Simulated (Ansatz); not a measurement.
Mulliken charges of FGaH$_{4}$N$_{2}$, SMILES `[NH2][Ga]([NH2])[F]` from B3LYP/def2-TZVPP in Ansatz (PBE0-D4/def2-TZVP geometry).

| atom | x (Å) | y (Å) | z (Å) | charge (e) |
| --- | --- | --- | --- | --- |
| N1 | -0.595 | 1.508 | -0.353 | -0.383 |
| Ga2 | -0.208 | -0.256 | -0.330 | 0.617 |
| N3 | 0.874 | -1.165 | 0.795 | -0.383 |
| F4 | -0.992 | -1.221 | -1.573 | -0.408 |
| H5 | -1.381 | 1.831 | -0.892 | 0.147 |
| H6 | -0.429 | 2.095 | 0.447 | 0.132 |
| H7 | 1.566 | -0.696 | 1.355 | 0.132 |
| H8 | 1.166 | -2.096 | 0.550 | 0.147 |

Question: By hand: the dipole of these point charges (1 e Å = 4.8032 D).

Answer: Σ q r = (0.288, 0.355, 0.456) e Å, of length 0.646 e Å = 3.10 D.

Question: How does the dipole of the full density compare? (Estimate.)

Answer: Ansatz gave: (0.261, 0.321, 0.414) e Å, 2.81 D; the point charges give 1.10 times that, at 0° from its direction.

Point charges leave out the atoms' own dipoles, such as those of lone pairs, and Mulliken's split depends on the basis, so the close match here is no proof of good charges.

B3LYP here is the variant with VWN-RPA as its local correlation; programs differ in this.
